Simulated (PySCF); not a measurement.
PySCF input for C₄H₅NSi, SMILES C#C[C@@H]([SiH3])C#N, SMD-ωB97X/6-31G*. Coordinates come from a ωB97X-D3(BJ)/def2-SVP optimisation. The structure was generated by enumeration; whether it is a known compound was not checked.

```python
import numpy as np
from pyscf import gto, scf, dft
from pyscf.solvent import smd

mol = gto.M(
    atom='''
    C     2.31045900   -1.02921887   -0.60750074
    C     1.36754531   -0.30834745   -0.38375026
    C     0.18015271    0.52142522   -0.15358226
    Si   -1.35684251   -0.36375126   -0.90292702
    C    -0.05847341    0.80167235    1.26669497
    N    -0.29888293    1.00985692    2.37833946
    H     3.15961656   -1.66257995   -0.79742121
    H     0.28969259    1.48560937   -0.67990796
    H    -1.52555552   -1.66745089   -0.21247148
    H    -2.54382593    0.50880785   -0.69546425
    H    -1.09005377   -0.55405472   -2.35330337
    ''',
    basis='6-31G*',
    charge=0,
    spin=0,
    max_memory=1600,
    verbose=3,
)
mf = dft.RKS(mol, xc='wb97x').density_fit(auxbasis='def2-universal-jkfit')
mf.grids.level = 3
mf.conv_tol = 1e-9
mf.max_cycle = 100
mf.kernel()
res = {}
for name in ['water', 'n-hexane', 'ethylethanoate']:
    s = mf.SMD()
    s.with_solvent.solvent, s.with_solvent.sasa_ng = name, 194
    s.kernel(mf.make_rdm1())
    res[name] = (s.e_tot, s.with_solvent.get_cds(), s.dip_moment(), s.mo_energy, s.converged)
    print(f'SMD {name}: dG(solv) = {(s.e_tot - mf.e_tot) * 627.509474:.3f} kcal/mol, of which CDS {res[name][1] * 627.509474:.3f}')
```

Log of the run:

```
converged SCF energy = -499.485546134605
converged SCF energy = -499.488419609311
Dipole moment(X, Y, Z, Debye):  0.46723, -0.71711, -4.74126
SMD water: dG(solv) = -1.803 kcal/mol, of which CDS 6.640
converged SCF energy = -499.489596149649
Dipole moment(X, Y, Z, Debye):  0.39838, -0.78598, -4.07838
SMD n-hexane: dG(solv) = -2.541 kcal/mol, of which CDS 0.460
converged SCF energy = -499.493069256312
Dipole moment(X, Y, Z, Debye):  0.44440, -0.76293, -4.50080
SMD ethylethanoate: dG(solv) = -4.721 kcal/mol, of which CDS 1.741
```

Self-consistency was reached.

Cost: very roughly 50 core-seconds.
